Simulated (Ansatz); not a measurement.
Molecule: C4H8O (charge 0, singlet). SMILES: CCCC=O
Coordinates optimised at B3LYP-D3(BJ)/def2-TZVP (Ansatz, a first-principles code):
```
C
H 1 1.0921
H 1 1.0921 2 105.75
C 1 1.5220 2 109.01 3 -117.07
H 4 1.0984 1 111.39 2 -64.37
H 4 1.0984 5 104.53 1 120.40
C 4 1.5038 5 106.91 6 113.13
O 7 1.2038 4 125.05 5 124.25
H 7 1.1117 8 120.27 4 180.00
C 1 1.5256 2 110.19 3 119.07
H 10 1.0910 1 111.15 2 -58.16
H 10 1.0928 11 107.68 1 -122.14
H 10 1.0928 11 107.68 12 -115.72
```
Charge 0, spin multiplicity 1.

Quantity: atomisation energy (electronic, to ground-state atoms); the coupled-cluster value holds the core correlation from cc-pwCVTZ, in eV. Correlated levels leave the core frozen unless marked. UHF or UKS for open shells. Spin-orbit coupling is left out. No relativistic terms. CBS marks a two-point X^-3 extrapolation of the correlation energy; Hartree-Fock from the larger set. [CCSD(T)-MP2]/basis is that difference in the basis named.

Level to compare with: RI-MP2/CBS(cc-pVTZ,cc-pVQZ)+[CCSD(T)-MP2]/cc-pVTZ plus the core term (Ansatz), 55.09 eV. It is a level with limits of its own, and the differences hold the functionals' basis error too.

**Question.** Rank these functionals by how close they come to RI-MP2/CBS(cc-pVTZ,cc-pVQZ)+[CCSD(T)-MP2]/cc-pVTZ, closest first: BHLYP/def2-TZVPD (Ansatz); B97M-V/def2-TZVPD (Ansatz); wB97M-V/def2-TZVPD (Ansatz).

**Answer.** wB97M-V/def2-TZVPD (range-separated hybrid meta-GGA with VV10, 54.95 eV, difference -0.14), B97M-V/def2-TZVPD (meta-GGA with VV10, 54.85 eV, difference -0.24), BHLYP/def2-TZVPD (global hybrid, 53.06 eV, difference -2.03)
